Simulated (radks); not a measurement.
Exchange energies: the exact (Fock) value of the Kohn-Sham orbitals and density-functional approximations, as 100 (|E| - |E exact|)/|E exact|, negative where the magnitude is too small. Species: Li [He] 2s1; Mo [Kr] 4d5 5s1; Sn2+ [Kr] 4d10 5s2; In3+ [Kr] 4d10. All-electron calculation, non-relativistic Kohn-Sham, PBE, spin-polarised, spherical densities, point nucleus. Program: a radial shooting solver on a logarithmic mesh with Libxc functionals. Every spin shell is full or empty, so the densities are truly spherical. Functionals are evaluated on that one density, not self-consistently.

functional             Li        Mo      Sn2+      In3+
exact (hartree)  -1.77080  -119.804  -158.260  -153.158
LDA                -13.51     -5.17     -4.85     -4.94
B88                 -0.11     +0.08     +0.04     -0.01
PBE                 -1.10     -0.39     -0.42     -0.47
PBEsol              -5.52     -2.37     -2.26     -2.32
revPBE              +0.30     -0.23     -0.27     -0.32
PW86                +0.69     -0.05     -0.18     -0.23
OPTX                +0.09     +1.07     +1.25     +1.20
AM05               -10.45     -4.79     -4.52     -4.59
G96                 +0.05     +0.37     +0.36     +0.31
EV93                +4.90     -0.14     -0.27     -0.30
APBE                +0.50     +0.40     +0.32     +0.27
revTPSS             +0.35     -0.84     -0.91     -0.94
SCAN                +0.16     +0.25     +0.18     +0.15
r2SCAN              +0.14     -0.03     -0.09     -0.11
MVS                 +0.13     +0.07     +0.08     +0.07
